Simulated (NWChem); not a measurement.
Species: Si2HCl4, doublet; SMILES Cl[Si](Cl)[SiH](Cl)Cl

```xyz
7

Cl    -0.1046    -2.0741    -1.7040
Si     0.5758    -1.0691     0.0000
Cl    -0.1046    -2.0741     1.7040
Si    -0.4922     1.0501     0.0000
Cl     0.1287     2.0529    -1.7051
Cl     0.1287     2.0529     1.7051
H     -1.9909     0.9899     0.0000
```
Atoms are numbered in this order, from 1.

All runs: NWChem. Pople sets run with spherical d functions. Spin-unrestricted. Coordinates come from a PBE-D3(BJ)/def2-SVP, spin-unrestricted optimisation. No stability test was run on the SCF state. Level B3LYP/6-31G*: energy and gradient; each run changes one setting, and changes count from the defaults (medium grid, exact Coulomb integrals, symmetry on).

```tsv
setting	size of the energy change (μHa)	largest change of a gradient component (μHa/bohr)
defaults	< 10	< 30
symmetry off	< 10	other frame
Becke weights	< 10	70
extra-fine grid	< 10	70
coarse grid	< 10	200
```
